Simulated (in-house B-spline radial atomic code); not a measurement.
Ag. Computed with a B-spline radial atomic code. Model: non-relativistic spherical atom: semilocal Troullier-Martins pseudo-atom, one channel per l, against all electrons, high spin, G0W0 and RPA with empty states to l = 8, local potential for every l without a channel, a model core (radius 0 = none) keeps its share of the functional.

Without relativity these are model numbers for so heavy an element.

What the tables leave out is listed at the end.

The pseudopotential gives back the lowest level of each angular momentum of its own functional in the configuration it was made in; a second state of the same l is only approximately right. Exact exchange, RPA and GW see the smooth pseudo-orbitals and miss the exchange with the core, for which the functional's share stands in. The column with an uncorrelated core keeps all orbitals and exact exchange, and so separates missing core correlation from pseudisation. Only the three outermost levels and the lowest empty one were computed. RPA here is direct RPA, with no exchange kernel, and its energies carry an (l + 1/2)⁻⁴ tail. A hybrid on a potential with a model core restores only its own semilocal share of the core's exchange.

Command:
```bash
python run_psgw.py task.json out
```
Settings (lengths in bohr, energies in hartree):
```
Z                      47
electrons              47
configuration          [Kr] 4d10 5s1
generated_in           [Kr] 4d10 5s1
functional             lda,vwn
core_shells            6
radius_factor          1.3
core_correction        True
ion_configuration      [Kr] 4d10
```

Cost of the run: 84 s on 1 thread of Arm Neoverse N1 (shared host).

Given: made with LDA VWN5; model core radius 0.608 bohr; local radius 1.137 bohr; mean-field start LDA VWN5.

Valence shells of the generating configuration: 4s, 4p, 4d, 5s.

Channel: s 1.1, p 1.146, d 1.344 (radii in bohr).

Computed: largest level miss in the spin-unpolarised generating configuration 0.129 eV; valence RPA correlation energy all-electron orbitals -1.248 hartree; all-electron RPA polarisability, core included 40.096 bohr³; pseudo-atom RPA polarisability 38.359 bohr³; ionisation by mean-field pseudo minus all 0.178 eV; ionisation by RPA all-electron 7.5301 eV; ionisation by RPA pseudo minus all 0.097 eV.

```
          level  occupied  mean-field all-electron (eV)  mean-field pseudo minus all (eV)  G0W0 all-electron (eV)  G0W0 uncorrelated core minus all (eV)  G0W0 pseudo minus all (eV)  exchange self-energy all-electron (eV)  exchange self-energy pseudo (eV)
          5s up         1                       -4.5542                            -0.129                 -7.4353                                   0.02                      -0.153                                 -10.352                            -10.02
5s down (empty)         0                       -3.8862                            -0.131                 -1.3239                                  0.019                      -0.062                                 -2.7044                           -2.2613
```

Q: What is the ionisation by mean-field all-electron?

A: 7.6635 eV.

Q: What is the valence RPA correlation energy pseudo?

A: -1.2542 hartree.

Given: mean-field start PBE0.

Computed: valence RPA correlation energy all-electron orbitals -1.1789 hartree; valence RPA correlation energy pseudo -1.1837 hartree; all-electron RPA polarisability, core included 38.007 bohr³; pseudo-atom RPA polarisability 37.209 bohr³; ionisation by mean-field pseudo minus all 0.089 eV; ionisation by RPA pseudo minus all 0.061 eV.

```csv
level,occupied,mean-field all-electron (eV),mean-field pseudo minus all (eV),G0W0 all-electron (eV),G0W0 uncorrelated core minus all (eV),G0W0 pseudo minus all (eV),exchange self-energy all-electron (eV),exchange self-energy pseudo (eV)
5s up,1,-4.8705,-0.072,-7.3061,0.02,-0.068,-9.8633,-9.4738
5s down (empty),0,-2.4828,-0.062,-1.0737,0.018,-0.028,-2.2632,-1.8621
```

Q: What is the ionisation by mean-field all-electron?

A: 7.0762 eV.

Q: What is the ionisation by RPA all-electron?

A: 7.3847 eV.

Among the listed levels the largest G0W0 shift of the pseudo-atom is -0.15 eV, for 5s up on the LDA VWN5 start, while leaving the core uncorrelated moves that level by +0.02 eV. So pseudisation and the lost core exchange, not the missing core correlation, make the error. Not in the tables (levels of low weight, unsolved or above zero; the highest and the empty levels are kept at any weight): on LDA the G0W0 levels 4d down (pseudo minus all -0.45 eV, weights 0.02 and -0.00), 4d up (pseudo minus all -0.81 eV, weights 0.02 and 0.37); on PBE0 the G0W0 levels 4d down (pseudo minus all -0.13 eV, weights 0.71 and 0.71), 4d up (pseudo minus all -0.14 eV, weights 0.67 and 0.67); no Hartree-Fock pseudo-atom is run with a model core.
